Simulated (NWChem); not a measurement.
System: AlHBrF; SMILES [F][AlH][Br]

NWChem input:

```
start job
memory heap 200 mb stack 900 mb global 1100 mb
geometry units angstroms noautosym nocenter noautoz
  Al    -0.529159    -1.107628     0.000708
  H     -2.041154    -1.516257     0.004379
  F      0.634605    -2.290313    -0.000329
  Br     0.153145     1.023818    -0.000398
end
basis spherical
  Al library 6-31g*
  H library 6-31g*
  F library 6-31g*
  Br library 6-31g*
end
dft
  xc hfexch
  iterations 150
end
property
  shielding
  efieldgrad
end
task dft property
```

Output (shortened):

```
             Northwest Computational Chemistry Package (NWChem) 7.3.0
             --------------------------------------------------------

                             Geometry "geometry" -> ""
                             -------------------------

 Output coordinates in angstroms (scale by  1.889725989 to convert to a.u.)

  No.       Tag          Charge          X              Y              Z
 ---- ---------------- ---------- -------------- -------------- --------------
    1 Al                  13.0000    -0.52915900    -1.10762800     0.00070800
    2 H                    1.0000    -2.04115400    -1.51625700     0.00437900
    3 F                    9.0000     0.63460500    -2.29031300    -0.00032900
    4 Br                  35.0000     0.15314500     1.02381800    -0.00039800

 Effective nuclear repulsion energy (a.u.)     206.2943835965

  xc_inp: hfexch multiplicative factor not found.
                              NWChem Property Module
                              ----------------------

  itol2e modified to match energy
  convergence criterion.

                                 NWChem DFT Module
                                 -----------------

 Summary of "ao basis" -> "ao basis" (spherical)
 ------------------------------------------------------------------------------
       Tag                 Description            Shells   Functions and Types
 ---------------- ------------------------------  ------  ---------------------
 Al                          6-31g*                  8       18   4s3p1d
 H                           6-31g*                  2        2   2s
 F                           6-31g*                  6       14   3s2p1d
 Br                          6-31g*                 12       32   5s4p3d

  itol2e modified to match energy
  convergence criterion.

            General Information
            -------------------
          SCF calculation type: DFT
          Wavefunction type:  closed shell.
          No. of atoms     :     4
          No. of electrons :    58
           Alpha electrons :    29
            Beta electrons :    29
          Charge           :     0
          Spin multiplicity:     1
          Use of symmetry is: off; symmetry adaption is: off
          Maximum number of iterations: 150
          AO basis - number of functions:    66
                     number of shells:    28
          Convergence on energy requested:  1.00D-07
          Convergence on density requested:  1.00D-05
          Convergence on gradient requested:  5.00D-04

              XC Information
              --------------
                     Hartree-Fock (Exact) Exchange  1.000

      Superposition of Atomic Density Guess
      -------------------------------------

 Sum of atomic energies:       -2913.81649380

      Non-variational initial energy
      ------------------------------

 Total energy =   -2914.082810
 1-e energy   =   -4468.525143
 2-e energy   =    1348.147949
 HOMO         =      -0.403162
 LUMO         =       0.006283

   convergence    iter        energy       DeltaE   RMS-Dens  Diis-err
 ---------------- ----- ----------------- --------- --------- ---------
 d= 0,ls=0.0,diis     1  -2914.1104848711 -3.12D+03  9.43D-03  4.63D-01
 d= 0,ls=0.0,diis     2  -2914.1533055719 -4.28D-02  2.81D-03  1.91D-01
 d= 0,ls=0.0,diis     3  -2914.1685244911 -1.52D-02  8.33D-04  1.43D-03
 d= 0,ls=0.0,diis     4  -2914.1689631501 -4.39D-04  2.09D-04  1.20D-04
 d= 0,ls=0.0,diis     5  -2914.1689907914 -2.76D-05  4.31D-05  9.24D-06
  Resetting Diis
 d= 0,ls=0.0,diis     6  -2914.1689923334 -1.54D-06  1.63D-05  6.68D-07
 d= 0,ls=0.0,diis     7  -2914.1689924860 -1.53D-07  4.06D-06  3.51D-08
 d= 0,ls=0.0,diis     8  -2914.1689924974 -1.13D-08  1.91D-06  6.54D-09

         Total DFT energy =    -2914.168992497381
      One electron energy =    -4470.957526026609
           Coulomb energy =     1468.844432493908
    Exchange-Corr. energy =     -118.350282561205
 Nuclear repulsion energy =      206.294383596526

 Numeric. integr. density =        0.000000000000

                       DFT Final Molecular Orbital Analysis
                       ------------------------------------

 Vector   27  Occ=2.000000D+00  E=-4.745398D-01
              MO Center= -7.1D-01, -2.1D-01,  1.4D-03, r^2= 3.7D+00
   Bfn.  Coefficient  Atom+Function         Bfn.  Coefficient  Atom+Function
  ----- ------------  ---------------      ----- ------------  ---------------
    46      0.535680  4 Br py                20      0.270967  2 H  s
     7     -0.244014  1 Al px                42     -0.243388  4 Br py
    19      0.212580  2 H  s                 50      0.193690  4 Br py
     8     -0.186711  1 Al py                 3      0.101684  1 Al px
    23      0.093772  3 F  px                44     -0.089519  4 Br s

 Vector   28  Occ=2.000000D+00  E=-4.403642D-01
              MO Center=  1.2D-01,  9.2D-01, -3.9D-04, r^2= 1.6D+00
   Bfn.  Coefficient  Atom+Function         Bfn.  Coefficient  Atom+Function
  ----- ------------  ---------------      ----- ------------  ---------------
    47      0.742169  4 Br pz                51      0.356174  4 Br pz
    43     -0.333231  4 Br pz                39      0.099514  4 Br pz
     9      0.087229  1 Al pz                15      0.048611  1 Al d -1
    25     -0.037712  3 F  pz                 5     -0.036329  1 Al pz
    29     -0.034439  3 F  pz                63     -0.032095  4 Br d -1

[...]

          -----------------------------------------
          Chemical Shielding Tensors (GIAO, in ppm)
          -----------------------------------------

                                NWChem CPHF Module
                                ------------------

  scftype          =     RHF
  nclosed          =       29
  nopen            =        0
  variables        =     1073
  # of vectors     =        3
  tolerance        = 0.10D-03
  level shift      = 0.00D+00
  max iterations   =       50
  max subspace     =       30

 SCF residual:    4.8580884892667888E-005

Iterative solution of linear equations
  No. of variables     1073
  No. of equations        3
  Maximum subspace       30
        Iterations       50
       Convergence  1.0D-04

   iter   nsub   residual    time
   ----  ------  --------  ---------
     1      3    7.34D-01      25.4
     2      6    5.80D-02      28.9
     3      9    1.09D-02      31.7
     4     12    2.23D-03      35.6
     5     15    3.48D-04      39.8
     6     18    5.84D-05      43.6

      Atom:    1  Al
        Diamagnetic
    788.3470     -1.0879      0.0066
     -1.0879    798.5419      0.0009
      0.0066      0.0009    789.5683

        Paramagnetic
   -262.3415     52.0671     -0.1420
     52.0671   -278.7811     -0.1130
     -0.1420     -0.1130   -327.5920

        Total Shielding Tensor
    526.0055     50.9791     -0.1354
     50.9791    519.7608     -0.1121
     -0.1354     -0.1121    461.9764

           isotropic =     502.5809
          anisotropy =     107.0658

          Principal Components and Axis System
                 1           2           3
              573.9581    471.8085    461.9761

      1         0.7284     -0.6852      0.0019
      2         0.6852      0.7284      0.0002
      3        -0.0016      0.0011      1.0000

      Atom:    2  H
        Diamagnetic
     34.6447      3.9524     -0.0279
      3.9524     25.4593     -0.0093
     -0.0279     -0.0093     22.5724

        Paramagnetic
     -2.4589     -0.3818      0.0076
     -0.3818      0.8280      0.0010
      0.0076      0.0010      0.4297

        Total Shielding Tensor
     32.1858      3.5706     -0.0204
      3.5706     26.2873     -0.0083
     -0.0204     -0.0083     23.0021

           isotropic =      27.1584
          anisotropy =      10.0639

          Principal Components and Axis System
                 1           2           3
               33.8677     24.6055     23.0021

      1         0.9047     -0.4261      0.0021
      2         0.4261      0.9047      0.0002
      3        -0.0020      0.0007      1.0000

      Atom:    3  F
        Diamagnetic
    472.3463    -13.8722     -0.0068
    -13.8722    477.4669      0.0105
     -0.0068      0.0105    461.0787

        Paramagnetic
   -117.2225    -61.1005      0.0511
    -61.1005   -140.2775      0.1004
      0.0511      0.1004   -109.6317

        Total Shielding Tensor
    355.1238    -74.9728      0.0443
    -74.9728    337.1893      0.1109
      0.0443      0.1109    351.4470

           isotropic =     347.9200
          anisotropy =     110.6156

          Principal Components and Axis System
                 1           2           3
              421.6638    351.4471    270.6493

      1         0.7479      0.0014      0.6638
      2        -0.6638      0.0007      0.7479
      3        -0.0006      1.0000     -0.0014

      Atom:    4  Br
        Diamagnetic
   3120.8296      2.1497     -0.0000
      2.1497   3128.3748     -0.0022
     -0.0000     -0.0022   3120.4188

        Paramagnetic
   -344.0622    186.6046     -0.0197
    186.6046   -189.9602     -0.2273
     -0.0197     -0.2273   -316.8031

        Total Shielding Tensor
   2776.7674    188.7543     -0.0197
    188.7543   2938.4145     -0.2295
     -0.0197     -0.2295   2803.6158

           isotropic =    2839.5992
          anisotropy =     334.9837

          Principal Components and Axis System
                 1           2           3
             3062.9217   2803.6157   2652.2603

      1         0.5506      0.0010      0.8348
      2         0.8348      0.0003     -0.5506
      3        -0.0008      1.0000     -0.0007
```

Level: Hartree-Fock/6-31G* (spherical d), GIAO. The geometry was optimised at PBE0/def2-SVP. NWChem prints the field gradient with the sign opposite to the second derivative of the potential. The printed shielding anisotropy is the first printed principal value minus the mean of the other two.
